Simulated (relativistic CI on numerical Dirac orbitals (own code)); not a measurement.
**Spin-allowed bands of a d2 ion in an octahedral site, by hand**

Problem. Take Δ = 27700 cm⁻¹ and B = 770 cm⁻¹ for a d2 ion in an octahedral site. Calculate the three spin-allowed bands.

Working.
1. The terms of highest spin are 3F (energy 0) and 3P (15B = 11550 cm⁻¹). Here the F term splits into A2 at +1.2Δ = 33240, T2 at +0.2Δ = 5540 and T1 at −0.6Δ = -16620 cm⁻¹.
2. The two T1 states mix through the element 0.4Δ: H = [[-16620, 11080], [11080, 11550]], with roots ½(H₁₁ + H₂₂) ∓ ½√[(H₂₂ − H₁₁)² + 4H₁₂²] = ½(-5070) ∓ ½(35842) = -20456 and 15386 cm⁻¹.
3. The ground term is 3T1 at -20456 cm⁻¹.
4. Bands: 3T2 25996 cm⁻¹ (385 nm), 3T1(P) 35842 cm⁻¹ (279 nm), 3A2 53696 cm⁻¹ (186 nm).

Check. Exact diagonalisation of the whole d2 shell with these parameters gives 3T2 25996, 3T1 35842, 3A2 53696 cm⁻¹. The match is exact, since without spin-orbit coupling no other term has this spin. The ratio of the second band to the first, 1.379, depends on Δ/B = 36.0 alone, which is how a Tanabe-Sugano diagram is read.
